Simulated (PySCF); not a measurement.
## Stretching CsPb

Set-up: basis Cs def2-SVPD with ECP46, Pb def2-SVPD with ECP60; scalar-relativistic core potentials; PySCF 2.14. Energies in eV from Cs + Pb in their ground configurations at the same level. All curves are PBE0. state 1: ⁴Σ⁻ (quartet), unpaired electrons σ ↑, π ↑↑; state 2: Ms = 0.5 determinant of mixed spin (⟨S²⟩ near 1.8), unpaired electrons σ ↓, π ↑↑, a second solution, started from another occupation; state 3: Ms = 0.5 determinant of mixed spin (⟨S²⟩ near 1.8), unpaired electrons σ ↑, π ↑↓, a mixture of terms (⟨Lz²⟩ = 2.0), a second solution, started from another occupation; state 4: ²Π (doublet), unpaired electrons π ↑, a second solution, started from another occupation.

```tsv
R (Å)	state 1	state 2	state 3	state 4
3.130	-0.979	-0.4740	-0.4684	0.1690
3.275	-1.168	-0.6658	-0.6616	-0.1730
3.421	-1.269	-0.7737	-0.7674	-0.3980
3.530	-1.304	-0.8157	-0.8059	-0.5093
3.639	-1.312	-0.8335	-0.8190	-0.5831
3.748	-1.301	-0.8331	-0.8128	-0.6273
3.894	-1.265	-0.8126	-0.7830	-0.6512
4.076	-1.197	-0.7662	-0.7230	-0.6413
4.294	-1.097	-0.6947	-0.6328	-0.5933
4.585	-0.954	-0.5918	-0.5025	-0.5014
```

Put a parabola through the three lowest points of the state 1 curve and estimate Re, k and ωe (reduced mass 81.09 u; 1 eV/Å² = 0.16022 mdyn/Å; ωe = 1302.8·√(k/μ) cm⁻¹).

Through R = 3.53, 3.639, 3.748 Å the second-order coefficient is 0.800 eV/Å², so Re ≈ 3.630 Å, k ≈ 0.256 mdyn/Å and ωe ≈ 73 cm⁻¹. A polynomial fit of higher order to the unrounded PBE0 energies gives Re = 3.627 Å, k = 0.267 mdyn/Å, ωe = 74.8 cm⁻¹; anharmonicity and rounding make the difference.

The higher-order fit for each curve: state 1: Re = 3.627 Å, ωe = 74.8 cm⁻¹, De = 1.31 eV; state 2: Re = 3.690 Å, ωe = 66.3 cm⁻¹, minimum 0.84 eV below the ground-state fragments; state 3: Re = 3.654 Å, ωe = 71.9 cm⁻¹, minimum 0.82 eV below the ground-state fragments; state 4: Re = 3.934 Å, ωe = 64.3 cm⁻¹, minimum 0.65 eV below the ground-state fragments.

⟨S²⟩ of the unrestricted solution departs from its pure value on part of the curve, where spin states mix. These are scalar-relativistic numbers at best; spin–orbit coupling would shift them, the dissociation energy most. The state was picked by a PBE0 search and need not be the measured ground state.
